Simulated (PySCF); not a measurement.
Structure problem from calculated spectra and properties.

Formula: C5H15AlBN.

* Valence photoelectron: vertical ionisation energy: 8.82 eV [ΔSCF CAM-B3LYP/def2-SVPD]
* Dipole: 4.08 D [CAM-B3LYP/def2-SVPD]
* NMR, other nuclei: isotropic shieldings of nuclei other than C and H, by class: 35 (1 B), 245 (1 N), 434 (1 Al) ppm [GIAO HF/pcSseg-1]
* Polarisability: 108.3 au [CAM-B3LYP/def2-SVPD]
* UV, strongest line: among the 10 lowest singlet transitions: S9 at 7.17 eV (173 nm, f = 0.075) [TDDFT CAM-B3LYP/def2-SVPD]
* 13C NMR: chemical shifts (computed TMS as zero) by class: 66.4 (1 C), 42.9 (1 C), 37.5 (1 C), 22.6 (1 C), -0.2 (1 C) ppm [GIAO HF/pcSseg-1]
* UV, first state: lowest singlet excitation: 4.88 eV (254 nm, f = 0.002) [TDDFT CAM-B3LYP/def2-SVPD]
* Rotational structure: rotational constants A, B, C: 2.067, 1.681, 1.196 GHz [PBE0-D3(BJ)/def2-SVP]

The electronic properties come from PySCF, for the isolated species, density fitting. Levels stand in brackets. Isolated species at its PBE0-D3(BJ)/def2-SVP geometry (one conformer only). NMR classes are plain means over equivalent atoms (diastereotopic ones count apart unless rotation or inversion swaps them), as if these changed places fast.

Question: Propose a structure and show how it fits.

Answer: Numbering: `[BH2:1][C@@H:2]1[CH2:3][CH2:4][AlH2-:5][N+:6]1([CH3:7])[CH3:8]`. 5 carbons fall into 5 classes; from least to most shielded: ring sp3 carbon bound to nitrogen [C2] (66.4 ppm), N-methyl carbon [C7] (42.9 ppm), N-methyl carbon [C8] (37.5 ppm), ring CH2 carbon [C3] (22.6 ppm), ring CH2 carbon [C4] (-0.2 ppm). The other shieldings belong to: 35 ppm, three-coordinate boron [B1]; 245 ppm, nitrogen bonded to Al and 3 C [N6]; 434 ppm, aluminium bonded to C, N and 2 H [Al5]. S1 is mainly HOMO→LUMO (weight 0.97); the largest Löwdin shares of the orbital it empties are 0.41 on a ring CH2 carbon, 0.21 on the aluminium bonded to C, N and 2 H, 0.09 on a ring CH2 carbon and 0.06 on an Al–H hydrogen, of the orbital it fills 0.52 on the three-coordinate boron, 0.12 on the sp3 carbon bound to nitrogen, 0.10 on a B–H hydrogen and 0.09 on a B–H hydrogen. The optimised geometry has point group C1 and is an asymmetric top. Structure: `B[C@@H]1C[CH2][AlH2-][N+]1(C)C`. The assignments are read from this structure; whether some other isomer fits the data as well wasn't checked. The mirror image fits equally.
